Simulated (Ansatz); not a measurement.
`[SiH3][SiH2]N[SiH2]Cl` → `[NH][SiH2]Cl`• + `[SiH2][SiH3]`•  (homolysis of the N–Si bond)

Program: Ansatz. Geometries: PBE0-D4/def2-TZVP. ΔE: electronic, gas phase. CCSD(T)/CBS adds triple-zeta CCSD(T) − MP2 to the extrapolated MP2 energy (def2 sets, frozen cores). Functionals use def2-TZVPP. B3LYP here is the variant with VWN-RPA as its local correlation; programs differ in this. HSE06 is defined as in plane-wave codes. Open shells (•) are unrestricted, without spin–orbit coupling. Each species was taken in one conformer, which may not be the lowest.

| level | ΔE (kJ/mol) | difference from CCSD(T)/CBS |
| --- | --- | --- |
| LDA (SPW92) | 509.7 | 36.5 |
| PBE-D4 | 445.1 | -28.1 |
| BLYP-D4 | 437.7 | -35.5 |
| r2SCAN-D4 | 433.7 | -39.5 |
| B97M-V | 444.2 | -29.0 |
| PBE0-D4 | 449.5 | -23.7 |
| B3LYP-D4 | 448.0 | -25.2 |
| r2SCANh-D4 | 434.8 | -38.4 |
| r2SCAN0-D4 | 436.2 | -37.0 |
| HSE06-D4 | 449.3 | -23.9 |
| BHLYP-D4 | 448.7 | -24.5 |
| CAM-B3LYP-D4 | 457.3 | -15.9 |
| ωB97X-V | 466.5 | -6.7 |
| ωB97M-V | 470.1 | -3.1 |
| B2PLYP | 448.2 | -25.0 |
| PBE-QIDH | 462.7 | -10.5 |
| PBE | 430.6 | -42.6 |
| revPBE | 402.2 | -71.0 |
| BLYP | 408.9 | -64.3 |
| r2SCAN | 429.4 | -43.8 |
| PBE0 | 436.4 | -36.8 |
| r2SCANh | 430.2 | -43.0 |
| r2SCAN0 | 431.0 | -42.2 |
| HSE06 | 436.8 | -36.4 |
| BHLYP | 428.6 | -44.6 |
| CAM-B3LYP | 443.4 | -29.8 |
| LC-ωPBE | 447.3 | -25.9 |
| RPA@PBE/def2-TZVPP | 439.7 | -33.5 |
| HF/def2-SVP | 344.6 | -128.6 |
| CCSD/def2-SVP | 436.7 | -36.5 |
| HF/def2-TZVPP | 339.7 | -133.5 |
| MP2/def2-TZVPP | 489.2 | 16.0 |
| SCS-MP2/def2-TZVPP | 478.1 | 4.9 |
| CCSD/def2-TZVPP | 447.9 | -25.3 |
| CCSD(T)/def2-TZVPP | 458.1 | -15.1 |
| HF/def2-QZVPP | 340.5 | -132.7 |
| MP2/def2-QZVPP | 498.2 | 25.0 |
| SCS-MP2/def2-QZVPP | 487.5 | 14.3 |
| HF/CBS(def2) | 340.6 | -132.6 |
| CCSD/CBS(def2) | 462.9 | -10.3 |
| CCSD(T)/CBS | 473.2 | 0 |

Largest T1 diagnostic among the species: 0.015.

In def2-TZVPP, CCSD(T) changes the Hartree–Fock value by +118.4 kJ/mol (the triples alone add +10.2 kJ/mol) and MP2 by +149.5 kJ/mol; breaking electron pairs costs correlation energy, which Hartree–Fock lacks. From BLYP to BHLYP (50 % exact exchange), in def2-TZVPP and without D4, ΔE moves by +19.7 kJ/mol.
